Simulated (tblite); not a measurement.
C5H9F3.
SMILES with atom numbers: `[CH3:1][C@@H:2]([CH2:3][F:4])[CH2:5][CH:6]([F:7])[F:8]` (hydrogens: H9, H10, H11 on C1; H12 on C2; H13, H14 on C3; H15, H16 on C5; H17 on C6)

Computed with GFN2-xTB (tblite), gas phase: Langevin dynamics at 400 K from the optimised GFN2-xTB geometry, time step 0.5 fs, friction 0.01 fs⁻¹, 2000 steps.

Start geometry:
```
atom  x, y, z in Å
C1     -1.332    1.243   -0.544
C2     -0.496    0.263    0.276
C3     -1.172   -1.107    0.243
F4     -0.595   -1.981    1.134
C5      0.937    0.209   -0.267
C6      1.920   -0.412    0.714
F7      3.150   -0.500    0.144
F8      2.070    0.385    1.802
H9     -0.894    2.237   -0.507
H10    -2.345    1.302   -0.154
H11    -1.381    0.925   -1.584
H12    -0.461    0.602    1.317
H13    -1.092   -1.572   -0.746
H14    -2.225   -1.028    0.532
H15     0.978   -0.363   -1.195
H16     1.286    1.224   -0.472
H17     1.645   -1.414    1.070
```

The statistics below take the 31 frames saved every 25 fs from 250 to 1000 fs; their kinetic temperature (all 3N coordinates) averages 396 K.

Task: Give the mean, spread and extremes of the bond lengths.

Result: 
| bond | start (Å) | mean (Å) | standard deviation (Å) | shortest (Å) | longest (Å) |
| --- | --- | --- | --- | --- | --- |
| C1–C2 | 1.528 | 1.531 | 0.040 | 1.463 | 1.619 |
| C2–C3 | 1.528 | 1.551 | 0.040 | 1.468 | 1.621 |
| C3–F4 | 1.375 | 1.375 | 0.028 | 1.323 | 1.429 |
| C2–C5 | 1.534 | 1.538 | 0.040 | 1.460 | 1.635 |
| C5–C6 | 1.521 | 1.527 | 0.030 | 1.460 | 1.584 |
| C6–F7 | 1.358 | 1.372 | 0.042 | 1.288 | 1.455 |
| C6–F8 | 1.357 | 1.366 | 0.025 | 1.320 | 1.424 |
| C1–H9 | 1.087 | 1.087 | 0.027 | 1.027 | 1.143 |
| C1–H10 | 1.087 | 1.095 | 0.046 | 1.023 | 1.199 |
| C1–H11 | 1.088 | 1.095 | 0.027 | 1.046 | 1.154 |
| C2–H12 | 1.095 | 1.097 | 0.039 | 1.021 | 1.159 |
| C3–H13 | 1.095 | 1.099 | 0.038 | 1.031 | 1.166 |
| C3–H14 | 1.095 | 1.097 | 0.033 | 1.011 | 1.192 |
| C5–H15 | 1.091 | 1.104 | 0.038 | 1.010 | 1.197 |
| C5–H16 | 1.092 | 1.101 | 0.031 | 1.032 | 1.160 |
| C6–H17 | 1.098 | 1.110 | 0.039 | 1.043 | 1.180 |

Task: Give the same statistics for bond angles, one of each kind among heavy atoms.

Result: 
```tsv
angle	start (°)	mean (°)	standard deviation (°)	smallest (°)	largest (°)
C1–C2–C3	108.8	109.4	4.3	100.9	119.7
C1–C2–C5	110.1	110.8	4.7	101.7	123.7
C3–C2–C5	112.0	111.4	4.1	101.7	118.6
C2–C3–F4	111.7	111.3	4.3	103.9	119.7
C2–C5–C6	113.0	113.8	5.1	105.8	125.2
C5–C6–F7	109.9	110.3	5.3	101.5	124.2
C5–C6–F8	110.4	110.8	4.6	100.8	124.2
F7–C6–F8	105.9	105.4	3.8	99.2	117.5
```

Task: How far does each atom move about its mean position (frames aligned on the start, all atoms weighted alike), and what rms force does it feel?

Result: 
```
atom  rms displacement (Å)  rms force (eV/Å)
  C1                  0.12              2.28
  C2                  0.11              2.34
  C3                  0.14              2.21
  F4                  0.45              1.05
  C5                  0.17              2.03
  C6                  0.13              1.85
  F7                  0.33              1.51
  F8                  0.38              1.02
  H9                  0.35              1.05
 H10                  0.34              1.53
 H11                  0.33              1.00
 H12                  0.17              1.35
 H13                  0.41              1.28
 H14                  0.27              1.07
 H15                  0.35              1.31
 H16                  0.37              1.14
 H17                  0.34              1.30
```

The displacements run from 0.11 to 0.45 Å, the largest at F4.

Task: Follow the torsions C1–C2–C3–F4, C1–C2–C5–C6 and C2–C5–C6–F7 through every second one of these frames.

Result: 
| t (fs) | C1–C2–C3–F4 (°) | C1–C2–C5–C6 (°) | C2–C5–C6–F7 (°) |
| --- | --- | --- | --- |
| 250 | 177 | 156 | 156 |
| 300 | 161 | 159 | 155 |
| 350 | 161 | 166 | 144 |
| 400 | 177 | 153 | 161 |
| 450 | 175 | 141 | 178 |
| 500 | 176 | 135 | -175 |
| 550 | 177 | 162 | -176 |
| 600 | -164 | 169 | 172 |
| 650 | -143 | 166 | 169 |
| 700 | -142 | 173 | 152 |
| 750 | -172 | -161 | 147 |
| 800 | -170 | -172 | 152 |
| 850 | -155 | 175 | 172 |
| 900 | -145 | 163 | -175 |
| 950 | -151 | 165 | 178 |
| 1000 | 180 | 166 | 168 |

Largest departure from the start value over all these frames: C1–C2–C3–F4 31° (start -170°), C1–C2–C5–C6 38° (start 163°), C2–C5–C6–F7 32° (start 176°).

The run is classical and short, so these are rough statistics of one trajectory.

The cost below is that of the whole dynamics run. Hardware: AMD EPYC 9R45, one thread, no GPU, shared host with 96 logical CPUs at a one-minute load of 26. Cost: 6.1 s, 0.18 GiB resident at most.
